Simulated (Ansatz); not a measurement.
`OB([SiH3])CF` + CH₃SH → `CSB(O)CF` + SiH₄  (cleavage of the B–Si bond)

Gas-phase electronic energies from Ansatz, PBE0-D4/def2-TZVP geometries. CBS: MP2 limit from def2 TZ/QZ plus the TZ coupled-cluster correction, frozen cores. This one scheme is used for every species. DFT in def2-TZVPP. B3LYP here is the variant with VWN-RPA as its local correlation; programs differ in this. One conformer a species, not always the lowest.

Question: Is it downhill or uphill in electronic energy at CCSD(T)/CBS, and by how much? (An estimate is asked.)

Answer: Ansatz gave: Downhill: ΔE = -88.8 kJ/mol.

Question: What do these levels give: PBE-D4, r2SCAN-D4, PBE0-D4, B3LYP-D4, B3LYP, HF/def2-TZVPP, MP2/def2-TZVPP, CCSD/def2-TZVPP, SCS-MP2/def2-QZVPP, HF/CBS(def2), MP2/CBS(def2), CCSD/CBS(def2)? (Best estimate.)

Answer: Ansatz gave: PBE-D4 -85.1, r2SCAN-D4 -92.5, PBE0-D4 -86.6, B3LYP-D4 -88.2, B3LYP -83.6, HF/def2-TZVPP -86.6, MP2/def2-TZVPP -98.8, CCSD/def2-TZVPP -87.0, SCS-MP2/def2-QZVPP -93.8, HF/CBS(def2) -86.1, MP2/CBS(def2) -98.2, CCSD/CBS(def2) -86.5 kJ/mol.

Largest T1 diagnostic among the species: 0.013.

The D4 term adds −4.6 kJ/mol with B3LYP and −2.5 kJ/mol with PBE0; it sums over pairs of atoms, weighted by their polarisabilities, and B3LYP, whose exchange is more repulsive, gets the larger term.
